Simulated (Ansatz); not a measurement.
Born–Oppenheimer molecular dynamics of AlF₃H₅N (10 atoms, charge 0, multiplicity 1). It starts at the highest image of a converged band. Of that band: A vibrational analysis at the climbing image gives one clearly imaginary mode, 584i cm⁻¹, and a faint second one (12i cm⁻¹) that may be numerical noise or a soft torsion: probably a first-order saddle point.

All numbers below come from RKS r2SCAN-D4/def2-SVP in Ansatz 0.2.0.

```
ensemble                      : NVE (velocity Verlet)
time step                     : 0.5 fs
steps asked                   : 200
starting velocities drawn for : 100 K
seed                          : 9276
```

Frames 0.5 fs apart, positions in Å, forces in eV/Å.

Velocities at 15.0 fs (Å/ps):

```
Al 0.48 -1.00 0.59
H -10.43 -2.08 -3.07
F -1.16 0.27 2.10
F -1.80 -1.81 -0.53
H 6.71 9.87 6.07
N 0.53 0.96 0.57
H -2.33 2.42 3.48
F 1.92 1.59 -2.57
H -1.97 1.08 -4.48
H 7.44 1.39 -6.88
```

```xyz
10
Properties=species:S:1:pos:R:3:forces:R:3 time_fs=15.0 energy_less_start_eV=0.051 T=50
Al -0.560 -0.601 0.663 -0.14 -0.22 0.23
H 1.205 -0.910 0.845 0.20 -0.22 0.20
F -1.048 -2.144 0.287 0.07 0.00 -0.04
F -0.961 0.034 2.147 0.11 0.02 -0.07
H 0.775 0.872 -0.780 -0.29 -0.21 -0.26
N -0.567 0.623 -0.710 -0.62 0.07 -0.40
H 1.523 -0.341 0.321 -0.27 0.10 -0.07
F 1.812 0.734 -0.662 0.81 0.13 0.09
H -0.971 0.303 -1.602 0.27 0.07 0.27
H -1.066 1.475 -0.467 -0.13 0.26 0.05
10
Properties=species:S:1:pos:R:3:forces:R:3 time_fs=15.5 energy_less_start_eV=0.055 T=47
Al -0.559 -0.601 0.663 -0.17 -0.19 0.21
H 1.200 -0.911 0.844 0.24 -0.19 0.18
F -1.048 -2.144 0.288 0.06 -0.02 -0.05
F -0.961 0.033 2.147 0.11 0.03 -0.06
H 0.778 0.877 -0.778 -0.31 -0.23 -0.28
N -0.566 0.623 -0.710 -0.60 -0.03 -0.48
H 1.522 -0.339 0.323 -0.28 0.08 -0.06
F 1.813 0.735 -0.663 0.82 0.13 0.11
H -0.971 0.304 -1.604 0.31 0.09 0.35
H -1.062 1.476 -0.471 -0.18 0.33 0.08
10
Properties=species:S:1:pos:R:3:forces:R:3 time_fs=16.0 energy_less_start_eV=0.058 T=44
Al -0.559 -0.602 0.663 -0.20 -0.15 0.18
H 1.196 -0.913 0.843 0.28 -0.16 0.16
F -1.049 -2.143 0.289 0.06 -0.04 -0.06
F -0.962 0.032 2.147 0.11 0.03 -0.04
H 0.780 0.881 -0.776 -0.33 -0.25 -0.29
N -0.566 0.624 -0.710 -0.59 -0.07 -0.52
H 1.519 -0.338 0.325 -0.29 0.05 -0.05
F 1.814 0.736 -0.664 0.83 0.13 0.13
H -0.971 0.304 -1.605 0.33 0.10 0.38
H -1.059 1.478 -0.474 -0.22 0.37 0.10
10
Properties=species:S:1:pos:R:3:forces:R:3 time_fs=16.5 energy_less_start_eV=0.059 T=43
Al -0.559 -0.602 0.664 -0.22 -0.12 0.16
H 1.192 -0.915 0.843 0.32 -0.13 0.14
F -1.049 -2.143 0.290 0.06 -0.05 -0.06
F -0.963 0.031 2.147 0.11 0.04 -0.03
H 0.781 0.885 -0.774 -0.33 -0.27 -0.30
N -0.566 0.624 -0.710 -0.56 -0.07 -0.50
H 1.516 -0.336 0.326 -0.29 0.02 -0.03
F 1.815 0.737 -0.666 0.81 0.12 0.15
H -0.970 0.305 -1.605 0.33 0.09 0.37
H -1.056 1.480 -0.477 -0.23 0.36 0.11
10
Properties=species:S:1:pos:R:3:forces:R:3 time_fs=17.0 energy_less_start_eV=0.058 T=45
Al -0.559 -0.603 0.664 -0.23 -0.09 0.14
H 1.189 -0.918 0.843 0.35 -0.09 0.11
F -1.050 -2.143 0.291 0.05 -0.07 -0.07
F -0.964 0.030 2.146 0.10 0.04 -0.01
H 0.782 0.887 -0.774 -0.32 -0.29 -0.31
N -0.566 0.625 -0.710 -0.54 0.00 -0.43
H 1.513 -0.335 0.327 -0.29 -0.01 -0.02
F 1.817 0.737 -0.667 0.78 0.12 0.17
H -0.969 0.307 -1.605 0.31 0.07 0.31
H -1.054 1.484 -0.480 -0.21 0.32 0.11
10
Properties=species:S:1:pos:R:3:forces:R:3 time_fs=17.5 energy_less_start_eV=0.055 T=47
Al -0.559 -0.603 0.665 -0.24 -0.06 0.12
H 1.187 -0.920 0.843 0.37 -0.06 0.09
F -1.050 -2.143 0.292 0.05 -0.09 -0.08
F -0.965 0.029 2.146 0.10 0.05 0.00
H 0.782 0.890 -0.774 -0.29 -0.31 -0.31
N -0.567 0.625 -0.710 -0.52 0.10 -0.31
H 1.509 -0.333 0.329 -0.28 -0.03 -0.01
F 1.818 0.738 -0.668 0.73 0.11 0.18
H -0.966 0.308 -1.603 0.27 0.04 0.22
H -1.053 1.488 -0.482 -0.17 0.24 0.10
10
Properties=species:S:1:pos:R:3:forces:R:3 time_fs=18.0 energy_less_start_eV=0.051 T=51
Al -0.558 -0.604 0.665 -0.25 -0.03 0.10
H 1.186 -0.923 0.843 0.38 -0.03 0.07
F -1.051 -2.143 0.293 0.05 -0.10 -0.08
F -0.966 0.028 2.146 0.10 0.06 0.01
H 0.781 0.891 -0.775 -0.26 -0.32 -0.30
N -0.567 0.625 -0.710 -0.49 0.24 -0.16
H 1.504 -0.331 0.330 -0.27 -0.05 0.00
F 1.820 0.739 -0.669 0.67 0.11 0.20
H -0.963 0.310 -1.601 0.21 -0.01 0.09
H -1.052 1.493 -0.484 -0.12 0.13 0.08
10
Properties=species:S:1:pos:R:3:forces:R:3 time_fs=18.5 energy_less_start_eV=0.048 T=54
Al -0.558 -0.605 0.665 -0.25 0.00 0.08
H 1.185 -0.926 0.844 0.37 0.00 0.05
F -1.051 -2.143 0.294 0.04 -0.12 -0.09
F -0.967 0.027 2.145 0.10 0.06 0.03
H 0.780 0.892 -0.776 -0.22 -0.33 -0.29
N -0.567 0.626 -0.710 -0.46 0.40 0.02
H 1.498 -0.330 0.331 -0.24 -0.07 0.00
F 1.821 0.740 -0.670 0.59 0.10 0.20
H -0.960 0.311 -1.599 0.14 -0.05 -0.05
H -1.051 1.498 -0.486 -0.06 0.01 0.06
10
Properties=species:S:1:pos:R:3:forces:R:3 time_fs=19.0 energy_less_start_eV=0.045 T=57
Al -0.558 -0.605 0.666 -0.25 0.03 0.07
H 1.186 -0.929 0.844 0.36 0.02 0.04
F -1.052 -2.143 0.295 0.04 -0.13 -0.10
F -0.967 0.026 2.145 0.10 0.07 0.04
H 0.778 0.892 -0.778 -0.17 -0.33 -0.28
N -0.568 0.627 -0.710 -0.43 0.55 0.19
H 1.492 -0.329 0.332 -0.21 -0.08 0.00
F 1.823 0.741 -0.672 0.51 0.09 0.21
H -0.956 0.313 -1.597 0.07 -0.10 -0.20
H -1.050 1.504 -0.488 0.00 -0.11 0.03
10
Properties=species:S:1:pos:R:3:forces:R:3 time_fs=19.5 energy_less_start_eV=0.042 T=60
Al -0.558 -0.606 0.666 -0.25 0.05 0.05
H 1.187 -0.932 0.845 0.34 0.03 0.03
F -1.052 -2.143 0.296 0.04 -0.14 -0.10
F -0.968 0.026 2.145 0.10 0.08 0.05
H 0.776 0.891 -0.781 -0.12 -0.34 -0.26
N -0.568 0.627 -0.710 -0.39 0.68 0.34
H 1.486 -0.328 0.334 -0.17 -0.08 -0.01
F 1.825 0.742 -0.673 0.42 0.09 0.21
H -0.952 0.314 -1.595 0.00 -0.15 -0.33
H -1.049 1.508 -0.490 0.05 -0.22 0.01
10
Properties=species:S:1:pos:R:3:forces:R:3 time_fs=20.0 energy_less_start_eV=0.039 T=62
Al -0.558 -0.606 0.666 -0.24 0.08 0.04
H 1.190 -0.935 0.846 0.30 0.04 0.03
F -1.053 -2.143 0.297 0.04 -0.16 -0.11
F -0.969 0.025 2.145 0.09 0.08 0.07
H 0.773 0.889 -0.785 -0.07 -0.33 -0.23
N -0.569 0.628 -0.710 -0.36 0.77 0.46
H 1.478 -0.327 0.335 -0.12 -0.08 -0.02
F 1.826 0.743 -0.674 0.32 0.08 0.21
H -0.948 0.315 -1.595 -0.05 -0.18 -0.43
H -1.048 1.513 -0.492 0.09 -0.30 -0.01
10
Properties=species:S:1:pos:R:3:forces:R:3 time_fs=20.5 energy_less_start_eV=0.037 T=65
Al -0.558 -0.607 0.667 -0.24 0.10 0.03
H 1.192 -0.937 0.846 0.26 0.04 0.03
F -1.053 -2.143 0.298 0.03 -0.17 -0.12
F -0.970 0.024 2.144 0.09 0.09 0.08
H 0.770 0.887 -0.789 -0.01 -0.32 -0.21
N -0.569 0.629 -0.710 -0.32 0.80 0.51
H 1.471 -0.326 0.336 -0.07 -0.08 -0.03
F 1.828 0.744 -0.675 0.23 0.07 0.20
H -0.944 0.315 -1.595 -0.09 -0.19 -0.48
H -1.047 1.517 -0.493 0.11 -0.35 -0.02
```

Of the whole run (100 fs, mean temperature of the second half 82 K): The conserved energy stayed within 0.047 meV per atom of its start (net change -0.013 meV per atom), so the integration is sound. A run of 0.1 ps of so small a system gives no equilibrium averages. The orbitals stay closed-shell, which can raise the energy where a bond breaks towards radicals; this wasn't checked here.

Time of the run: 4.3 min on 2 threads of Intel(R) Xeon(R) 6975P-C (Granite Rapids), on a shared host, peak memory 0.17 GiB.
